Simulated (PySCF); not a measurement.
Atom-mapped SMILES (the numbers label the heavy atoms): `[CH3:1][C:2]1([CH3:3])[CH2:4][CH2:5][P@:6]([CH3:7])(=[O:8])[c:9]2[cH:10][cH:11][cH:12][cH:13][c:14]21`; H(Xn) means a hydrogen on atom n. Ha(C4), Ha(C5) are pro-R; Hb(C4), Hb(C5) are pro-S.

Geometry: PBE0-D3(BJ)/def2-SVP; GIAO shifts from PySCF 2.14.0 with density-fitted response routines, gas phase, non-relativistic, averaged over equivalent atoms.

At wB97X-D/pcSseg-1 (330 basis functions, 2.4 min wall time on 1 thread of an Arm Neoverse V2, shared host):
```csv
atoms,δ (ppm)
C14,156.5
C10,139.8
C9,138.6
C12,138.0
C11,132.8
C13,132.5
C4,38.3
C2,35.7
C3,34.2
C1,33.3
C5,26.0
C7,19.7
P6,-4.4
O8,97.1
H(C10),8.25
H(C12),7.51
H(C11),7.46
H(C13),7.44
Hb(C5),2.07
Ha(C5),1.65
Ha(C4),1.62
Hb(C4),1.53
H(C7),1.34
H(C1),1.29
H(C3),1.19
```

Referencing at the same level of theory: TMS for 13C (σref 184.54), 1H (σref 31.38); 31P (σref 307.18) vs H3PO4; 17O (σref 333.19) against H2O.

Question: Estimate the result of repeating the calculation with PBE0/pcSseg-1.

Answer: 
```
 atoms  δ at PBE0/pcSseg-1  change
   C14               154.6    -1.9
   C10               138.2    -1.6
    C9               137.5    -1.1
   C12               136.6    -1.4
   C11               131.8    -1.0
   C13               131.5    -1.0
    C4                38.7    +0.4
    C2                36.0    +0.3
    C3                33.8    -0.4
    C1                33.0    -0.3
    C5                26.1    +0.1
    C7                19.4    -0.3
    P6                -4.9    -0.5
    O8               101.7    +4.6
H(C10)                8.23   -0.02
H(C12)                7.49   -0.02
H(C11)                7.46   +0.00
H(C13)                7.44   +0.00
Hb(C5)                2.12   +0.05
Ha(C5)                1.69   +0.04
Ha(C4)                1.69   +0.07
Hb(C4)                1.58   +0.05
 H(C7)                1.36   +0.02
 H(C1)                1.29   +0.00
 H(C3)                1.19   +0.00
```

Scale: TMS for 13C (184.41 ppm) and 1H (31.27 ppm); 31P (310.13 ppm) against H3PO4; 17O (334.56 ppm) against H2O (reference shieldings calculated alike).

The largest change is at O8 (P=O oxygen). Cost: 330 basis functions, 110 s wall time on 1 thread of an Arm Neoverse V2, shared host. The order of the carbon signals is the same at both levels.

Experimental scales use liquid or dissolved standards, which lie at an offset from isolated H2O (liquid H2O: subtract about 36 ppm) and H3PO4.
